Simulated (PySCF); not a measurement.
Input of a run (PBE0-D3(BJ)/def2-SVP geometry optimisation, gas phase (PySCF 2.14.0)), started from GFN2-xTB:
```
{"job": {"xc": "PBE0", "basis": "def2-SVP", "d3": "d3bj", "grid": 2, "kind": "geom"}, "charge": 1, "multiplicity": 1}
C      3.613501    -0.820551    -0.553202
N      2.389510    -0.099483    -0.283542
C      2.514170     1.311970     0.018668
C      1.197246    -0.673974    -0.345678
Cl     1.155220    -2.304403    -0.898416
C      0.004578    -0.042564     0.004216
C     -1.237208    -0.645584    -0.117696
N     -2.387253    -0.112664     0.222260
C     -3.631020    -0.819082     0.047168
C     -2.479527     1.212970     0.790788
H      3.549968    -1.843007    -0.185644
H      4.440033    -0.326588    -0.048441
H      3.820717    -0.848180    -1.625660
H      2.312803     1.506363     1.073974
H      3.526545     1.636710    -0.204012
H      1.827807     1.898665    -0.591520
H      0.064859     0.953713     0.404870
H     -1.284426    -1.644655    -0.529892
H     -4.133281    -0.936921     1.009325
H     -4.290119    -0.256631    -0.617117
H     -3.459766    -1.803738    -0.381421
H     -2.094198     1.958989     0.094237
H     -1.912495     1.273801     1.720669
H     -3.519398     1.444609     1.003622
```

Output (energies in Eh, forces in Eh/bohr):
```
step   0  E = -843.63340259  max force = 0.008814
step   1  E = -843.63488084  max force = 0.006332
step   2  E = -843.63486161  max force = 0.002132
step   3  E = -843.63497962  max force = 0.000939
step   4  E = -843.63490613  max force = 0.002442
step   5  E = -843.63498602  max force = 0.001153
step   6  E = -843.63499811  max force = 0.000458
step   7  E = -843.63500227  max force = 0.000356
optimisation converged
```

Problem. Summarise the run.

Solution. The energy falls by 4.2 kJ/mol over 8 energy and gradient evaluations, the largest force component goes from 0.0088 to 3.6e-04 Eh/bohr, and the atoms move by 0.038 Å rms after alignment. Among the bonds, C1–N2, N8–C9, C6–H17 and C7–H18 change most and about equally (+0.012 Å). Bonds longer at the end by more than 0.005 Å: 20 of 23; shorter: 0. The energy rose by more than 1e-6 Eh at steps 2 and 4. The first step brought 92 % of the lowering.

Problem. What are the final bond lengths?

Solution. C1–N2 1.458 Å, N2–C3 1.457 Å, N2–C4 1.327 Å, C4–Cl5 1.719 Å, C4=C6 1.403 Å, C6–C7 1.393 Å, C7=N8 1.317 Å, N8–C9 1.453 Å, N8–C10 1.452 Å, C1–H11 1.095 Å, C1–H12 1.096 Å, C1–H13 1.102 Å, C3–H14 1.102 Å, C3–H15 1.095 Å, C3–H16 1.099 Å, C6–H17 1.087 Å, C7–H18 1.094 Å, C9–H19 1.101 Å, C9–H20 1.101 Å, C9–H21 1.097 Å, C10–H22 1.101 Å, C10–H23 1.101 Å, C10–H24 1.096 Å. Numbering counts from 1 in the input's order; the species is `Cl/C(=C\C=[N+](C)C)N(C)C`.

The run used 214 basis functions and 58 SCF cycles in all.

PBE0-D3(BJ)/def2-SVP frequencies: not computed here.

The values belong to the conformer `[CH3:1][N:2]([CH3:3])/[C:4]([Cl:5])=[CH:6]/[CH:7]=[N+:8]([CH3:9])[CH3:10]`: C1–N2–C4–Cl5 -4°, C4–C6–C7–N8 179°.
